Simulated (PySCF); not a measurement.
C₅H₁₀.

```xyz
15

C      1.9181     0.1454     0.0000
C      0.5067    -0.4146     0.0000
C     -0.4997     0.0653    -1.0811
C     -1.6092     0.0665     0.0000
C     -0.4997     0.0653     1.0811
H      2.4808    -0.1821    -0.8902
H      1.9037     1.2485     0.0000
H      2.4808    -0.1821     0.8902
H      0.5436    -1.5180     0.0000
H     -0.6419    -0.5691    -1.9699
H     -0.2597     1.0873    -1.4184
H     -2.1810    -0.8748     0.0000
H     -2.3224     0.9048     0.0000
H     -0.2597     1.0873     1.4184
H     -0.6419    -0.5691     1.9699
```

Coordinates come from a B3LYP-D3(BJ)/def2-SVP optimisation.

The numbers are results of PBE/pcSseg-1 (PySCF), not measurements. Non-relativistic, no solvent.

Question: Give the absolute GIAO shielding of each atom: isotropic value and principal components (ppm). (An estimate is asked for; the answer gives what the named calculation found.)

Answer: 
```tsv
atom	σ(iso)	σ11	σ22	σ33	span
C1	155.5	138.0	147.3	181.1	43.0
C2	143.6	127.2	151.2	152.5	25.3
C3	146.0	133.5	136.4	168.1	34.6
C4	158.8	146.4	159.9	170.2	23.8
C5	146.0	133.5	136.4	168.1	34.6
H6	30.0	26.1	27.5	36.4	10.2
H7	30.4	27.1	29.4	34.7	7.7
H8	30.0	26.1	27.5	36.4	10.2
H9	28.8	25.6	28.9	32.0	6.4
H10	29.2	26.0	26.5	35.0	9.0
H11	29.7	27.3	28.7	33.0	5.7
H12	29.4	26.9	26.9	34.3	7.4
H13	29.5	25.8	26.6	36.1	10.2
H14	29.7	27.3	28.7	33.0	5.7
H15	29.2	26.0	26.5	35.0	9.0
```
